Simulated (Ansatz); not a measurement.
System: sum formula H3GeO4, net charge 0, doublet state. It need not be the lowest isomer of its formula. 
Structure (B3LYP-D3(BJ)/def2-TZVP (Ansatz, a program for electronic structure) minimum search):
```
Ge
O 1 1.7583
H 2 0.9645 1 111.82
O 1 1.7609 2 106.43 3 -14.49
H 4 0.9636 1 113.25 2 162.66
O 1 1.7683 2 116.87 3 105.13
H 6 0.9642 1 113.20 2 69.74
O 1 1.7944 2 106.13 3 -139.78
```
Charge 0, spin multiplicity 2.

Wanted: atomisation energy (electronic, to ground-state atoms), in kcal/mol. Valence correlation only, unless marked. Open shells are spin-unrestricted. No spin-orbit coupling. Frozen are the shells of the preceding noble gas and the d and f shells that filled before the atom's block. Non-relativistic. The coupled-cluster limit lacks core correlation, which all-electron functionals hold. Basis-set limits of correlation are two-point, X^-3; Hartree-Fock from the larger set. The bracket is a focal-point correction in the basis named.

```json
[
 {"level": "revPBE-D3(BJ)/def2-TZVPD", "program": "Ansatz + dftd3", "atomisation energy (kcal/mol)": "665.3"},
 {"level": "BHLYP-D3(BJ)/def2-TZVPD", "program": "Ansatz + dftd3", "atomisation energy (kcal/mol)": "…"},
 {"level": "RPA@PBE/cc-pVQZ", "program": "Ansatz", "atomisation energy (kcal/mol)": "…"},
 {"level": "RI-MP2/CBS(cc-pVTZ,cc-pVQZ)+[CCSD(T)-MP2]/cc-pVTZ", "program": "Ansatz", "atomisation energy (kcal/mol)": "686.9"}
]
```

Task: Some entries are withheld; supply them.

Result: 
- BHLYP-D3(BJ)/def2-TZVPD, atomisation energy (kcal/mol): 632.3
- RPA@PBE/cc-pVQZ, atomisation energy (kcal/mol): 636.6
